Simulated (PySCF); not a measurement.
C5H13NO3Si.
Structure used (PBE0-D3(BJ)/def2-SVP), in Å, numbered top down from 1:
```xyz
23
C5H13NO3Si angstrom
C      4.6688    0.2395   -0.0661
O      3.7829    0.3104   -1.1377
Si     2.1705    0.7242   -0.9440
O      1.6739   -0.5567    0.0583
C      0.4490   -0.7416    0.6433
C     -0.5356    0.2975    0.1257
O     -0.0944    1.1245   -0.6693
N     -1.8183    0.2926    0.5357
C     -2.3610   -0.6615    1.4699
C     -2.7325    1.2889    0.0265
H      4.4711   -0.6377    0.5777
H      4.6259    1.1409    0.5795
H      5.6999    0.1552   -0.4475
H      1.7181    0.6979   -2.3535
H      2.2059    2.0382   -0.2347
H      0.0583   -1.7550    0.4259
H      0.5108   -0.6572    1.7476
H     -3.1704   -1.2482    1.0034
H     -1.5940   -1.3596    1.8215
H     -2.7800   -0.1450    2.3498
H     -3.5662    0.8098   -0.5130
H     -3.1503    1.8878    0.8525
H     -2.1866    1.9466   -0.6592
```

Level of theory: PBE0-D3(BJ)/def2-SVP geometry optimisation, gas phase (PySCF 2.14.0).

Masses are those of the commonest isotopes; rigid-rotor values at the optimised geometry. The values belong to one conformer with, in the numbering `[CH3:1][O:2][SiH2:3][O:4][CH2:5][C:6](=[O:7])[N:8]([CH3:9])[CH3:10]`, C1–O2–Si3–O4 -62°, O2–Si3–O4–C5 176°, Si3–O4–C5–C6 8°, O4–C5–C6–O7 -2°, C5–C6–N8–C9 0°.

**Question.** Give the principal moments of inertia and the rotational constants in cm⁻¹.

**Answer.** Ia = 152.96, Ib = 980.53, Ic = 1093.91 u·Å²; 505379 MHz·u·Å²/I gives 3304, 515.4 and 462.0 MHz, that is A = 0.11021, B = 0.01719, C = 0.01541 cm⁻¹.

**Question.** Classify the top.

**Answer.** A near-prolate asymmetric top. Ray's parameter κ = (2B − A − C)/(A − C) = -0.962; −1 is the prolate and +1 the oblate limit.

**Question.** Is it planar, by Δ = Ic − Ia − Ib?

**Answer.** Not planar: Δ = Ic − Ia − Ib = -39.58 u·Å². For a rigid frame Δ = −2 Σ m c², so Σ m c² = 19.79 u·Å² lies off the ab plane: 11.44 from hydrogen and 8.34 from heavier atoms. The atom farthest from that plane is 1.67 Å away.

**Question.** Give the other two planar moments, Paa and Pbb, and the rms extents of the mass along the axes.

**Answer.** Paa = Σ m a² = (Ib + Ic − Ia)/2 = 960.74 and Pbb = Σ m b² = (Ia + Ic − Ib)/2 = 133.17 u·Å². With the mass M = 163.07 u, the rms extents √(P/M) along a, b and c are 2.43, 0.90, 0.35 Å.

**Question.** List the rotational levels J(Ka,Kc) to J = 4 (MHz).

**Answer.** Above 0(0,0):
J = 1: 1(0,1) 977, 1(1,1) 3766, 1(1,0) 3819
J = 2: 2(0,2) 2931, 2(1,2) 5667, 2(1,1) 5828, 2(2,1) 14194, 2(2,0) 14194
J = 3: 3(0,3) 5861, 3(1,3) 8519, 3(1,2) 8840, 3(2,2) 17126, 3(2,1) 17130, 3(3,1) 31203, 3(3,0) 31203
J = 4: 4(0,4) 9763, 4(1,4) 12320, 4(1,3) 12854, 4(2,3) 21035, 4(2,2) 21046, 4(3,2) 35114, 4(3,1) 35114, 4(4,1) 54820, 4(4,0) 54820
The levels of one J sum to (2J + 1)J(J + 1)(A + B + C)/3.

**Question.** Predict some low-J microwave lines.

**Answer.** The dipole components are |μa| = 6.61 D, |μb| = 2.51 D, |μc| = 1.08 D. The squared components, which scale the intensities, stand as 1.00 : 0.14 : 0.03 (a : b : c). Some lines, for components of 0.1 D or more:

| type | branch | J(Ka,Kc) | MHz | lower level (cm⁻¹) |
| --- | --- | --- | --- | --- |
| a | R | 1(0,1) ← 0(0,0) | 977 | 0.000 |
| a | R | 2(1,2) ← 1(1,1) | 1901 | 0.126 |
| a | R | 2(0,2) ← 1(0,1) | 1954 | 0.033 |
| a | R | 2(1,1) ← 1(1,0) | 2008 | 0.127 |
| c | Q | 2(1,2) ← 2(0,2) | 2736 | 0.098 |
| c | Q | 1(1,1) ← 1(0,1) | 2789 | 0.033 |
| b | Q | 1(1,0) ← 1(0,1) | 2842 | 0.033 |
| b | Q | 2(1,1) ← 2(0,2) | 2896 | 0.098 |
| b | R | 1(1,1) ← 0(0,0) | 3766 | 0.000 |
| c | R | 1(1,0) ← 0(0,0) | 3819 | 0.000 |
| b | R | 2(1,2) ← 1(0,1) | 4690 | 0.033 |
| c | R | 2(1,1) ← 1(0,1) | 4850 | 0.033 |
| c | Q | 2(2,1) ← 2(1,1) | 8366 | 0.194 |
| b | Q | 2(2,0) ← 2(1,1) | 8367 | 0.194 |
| b | Q | 2(2,1) ← 2(1,2) | 8526 | 0.189 |
| b | R | 2(2,1) ← 1(1,0) | 10374 | 0.127 |
| c | R | 2(2,0) ← 1(1,0) | 10375 | 0.127 |
| c | R | 2(2,1) ← 1(1,1) | 10427 | 0.126 |
| b | R | 2(2,0) ← 1(1,1) | 10428 | 0.126 |

PBE0-D3(BJ)/def2-SVP frequencies: not computed here. No vibrational averaging or centrifugal distortion is included, and the geometry carries the error of its method. A rigid rotor knows nothing of internal rotation, which can split or shift real lines. Quadrupole hyperfine structure (14N) is left out.
